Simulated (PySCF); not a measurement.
Compound: C₄H₅F₃O.
Atom-mapped SMILES: `[CH3:1][CH2:2][C:3](=[O:4])[C:5]([F:6])([F:7])[F:8]` (hydrogens: H9, H10, H11 on C1; H12, H13 on C2)

All values: PBE0/pcSseg-1 and wB97X-D/def2-SVPD (PySCF, non-relativistic), on one gas-phase PBE0-D3(BJ)/def2-SVP geometry that isn't relaxed in the solvent. The solvent is an IEF-PCM continuum (Bondi radii, 1.10 Å for H, scaled by 1.2). The model holds no explicit solvent molecules, cavitation or dispersion.

Gas phase at PBE0/pcSseg-1: HOMO -8.27 eV, LUMO -1.49 eV, dipole 2.67 D.

**Question.** What does the continuum do to the energy, the frontier levels and the dipole at PBE0/pcSseg-1 in cyclohexane and acetonitrile?

**Answer.** 
| solvent | ε | E(solvent) − E(gas) (kJ/mol) | polarisation term (kJ/mol) | distortion of the solute (kJ/mol) | HOMO (eV) | LUMO (eV) | dipole (D) |
| --- | --- | --- | --- | --- | --- | --- | --- |
| cyclohexane | 2.017 | -6.89 | -7.29 | 0.40 | -8.24 | -1.43 | 2.92 |
| acetonitrile | 35.69 | -17.52 | -20.23 | 2.71 | -8.24 | -1.37 | 3.31 |

The polarisation term is half the interaction of the solute with the surface charges that it induces; the rest is the cost of distorting the solute's density. The sum is the electrostatic part of solvation alone. From cyclohexane to acetonitrile the lowering changes by a factor 2.54, Onsager's factor (ε − 1)/(2ε + 1) by 2.37 and ε itself by 17.7.

**Question.** Which radius a makes the point-dipole formula ΔE = −[(ε − 1)/(2ε + 1)]·μ²/a³ give the value in acetonitrile, with the gas-phase dipole?

**Answer.** μ = 1.049 au and |ΔE| = 0.00667 Eh give a = 2.27 Å; the farthest nucleus lies 3.04 Å from the centroid of the nuclei, so such a sphere wouldn't even hold the nuclei. The formula assumes a rigid point dipole at the centre of a sphere.

**Question.** Which Hirshfeld charges (PBE0/pcSseg-1) respond most in acetonitrile (means over atoms taken as equivalent)?

**Answer.** 
| atoms | environment | gas (e) | solvent (e) | change |
| --- | --- | --- | --- | --- |
| O4 | ketone oxygen | -0.198 | -0.230 | -0.032 |
| H12/H13 | methylene hydrogen | +0.052 | +0.062 | +0.010 |
| C3 | ketone carbonyl carbon | +0.146 | +0.156 | +0.010 |
| C2 | sp3 carbon next to a carbonyl | -0.075 | -0.070 | +0.005 |
| C5 | CF3 carbon | +0.251 | +0.254 | +0.003 |
| F6/F7/F8 | fluorine of a CF3 group | -0.084 | -0.086 | -0.002 |
| H9/H10/H11 | methyl hydrogen | +0.046 | +0.046 | 0.000 |
| C1 | methyl carbon | -0.113 | -0.113 | 0.000 |

**Question.** Which Mayer bond orders change most in acetonitrile?

**Answer.** 
```
  bond  length (Å)    gas  solvent  change
 C3–O4       1.199  2.061    2.022  -0.039
 C2–C3       1.502  0.929    0.944  +0.015
 C5–F6       1.318  1.047    1.035  -0.012
C2–H13       1.105  0.917    0.908  -0.009
C2–H12       1.104  0.920    0.912  -0.008
 C3–C5       1.547  0.902    0.909  +0.007
 C5–F7       1.337  0.984    0.987  +0.003
 C5–F8       1.337  0.985    0.987  +0.002
```

**Question.** How do the nuclear quadrupole coupling constants eQVzz/h respond in acetonitrile?

**Answer.** 
| nucleus | Q (barn) | gas (MHz) | solvent (MHz) | η gas | η solvent |
| --- | --- | --- | --- | --- | --- |
| 17O at O4 | -0.0256 | 12.46 | 12.10 | 0.60 | 0.54 |

Gas phase at wB97X-D/def2-SVPD: HOMO -10.29 eV, LUMO 0.26 eV, dipole 2.84 D.

**Question.** What does the continuum do to the energy, the frontier levels and the dipole at wB97X-D/def2-SVPD in cyclohexane and acetonitrile?

**Answer.** 
| solvent | ε | E(solvent) − E(gas) (kJ/mol) | polarisation term (kJ/mol) | distortion of the solute (kJ/mol) | HOMO (eV) | LUMO (eV) | dipole (D) |
| --- | --- | --- | --- | --- | --- | --- | --- |
| cyclohexane | 2.017 | -7.21 | -7.69 | 0.48 | -10.27 | 0.31 | 3.14 |
| acetonitrile | 35.69 | -18.53 | -22.01 | 3.48 | -10.27 | 0.36 | 3.63 |

**Question.** How does the static polarisability (wB97X-D/def2-SVPD, frozen core, with the continuum's full static response) change?

**Answer.** 
| medium | isotropic (au) | principal values (au) | ⟨r²⟩ of the electrons (bohr²) |
| --- | --- | --- | --- |
| gas | 53.7 | 45.6, 55.9, 59.7 | 970.7 |
| cyclohexane | 59.0 | 50.2, 62.5, 64.4 | 970.8 |
| acetonitrile | 68.7 | 59.9, 71.1, 75.2 | 971.0 |

The isotropic value in acetonitrile is 1.28 times the gas-phase one; no cavity-field correction is applied. ⟨r²⟩ is taken about the centre of nuclear charge.

The values belong to the conformer `[CH3:1][CH2:2][C:3](=[O:4])[C:5]([F:6])([F:7])[F:8]`: C1–C2–C3–O4 -3°, C2–C3–C5–F6 177°.

wB97X-D is run here without its empirical dispersion term; that term would change no orbital, density or response property at a fixed geometry.
